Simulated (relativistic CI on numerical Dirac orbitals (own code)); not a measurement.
**One change at a time: Fe XXIV**

Base calculation: Dirac-Coulomb-Breit CI, KLI orbitals optimised for each configuration, a model potential for QED, unscaled Slater integrals.

Configuration list (outside the closed core 1s2): 2s, 2p, 3s, 3p, 3d, 4s, 4p, 4d, 4f, 5s, 5p, 5d, 5f, 5g, 6s, 6p, 6d. Levels of other configurations are missing.

Variants: (1) valence Slater integrals scaled by 0.9; (2) one mean potential for all configurations. Shifts of the energy above 2s 2S_1/2, in eV, for the lowest level and the first level of each name with at least 55 % of one term (blank where a level changes its place among those of its configuration and J or its character, or is not in the variant):

```
     Level     Base  Δ(1)   Δ(2)
 2s 2S_1/2     0.00  0.00   0.00
2p 2P°_1/2    48.75  0.00  +0.04
2p 2P°_3/2    64.69  0.00  +0.03
 3s 2S_1/2  1149.05  0.00   0.00
3p 2P°_1/2  1162.59  0.00  -0.01
3p 2P°_3/2  1167.30  0.00   0.00
 3d 2D_3/2  1172.35  0.00  +0.01
 3d 2D_5/2  1173.84  0.00  +0.01
 4s 2S_1/2  1544.80  0.00   0.00
4p 2P°_1/2  1550.37  0.00   0.00
4p 2P°_3/2  1552.36  0.00   0.00
 4d 2D_3/2  1554.45  0.00  +0.01
 4d 2D_5/2  1555.08  0.00  +0.01
4f 2F°_5/2  1555.19  0.00  +0.01
4f 2F°_7/2  1555.51  0.00  +0.01
 5s 2S_1/2  1726.43  0.00  +0.01
5p 2P°_1/2  1729.25  0.00  +0.01
5p 2P°_3/2  1730.27  0.00  +0.01
 5d 2D_3/2  1731.33  0.00  +0.01
 5d 2D_5/2  1731.65  0.00  +0.01
5f 2F°_5/2  1731.72  0.00  +0.01
5f 2F°_7/2  1731.88  0.00  +0.01
```

At this charge energies of transitions that change n are usually good to better than 1 %, and those within a shell (Δn = 0) to a few per cent.

Ionisation energy from the two ground configurations alone: base 2045.54 eV. The NIST ASD value (theoretical) is 2045.76 eV.
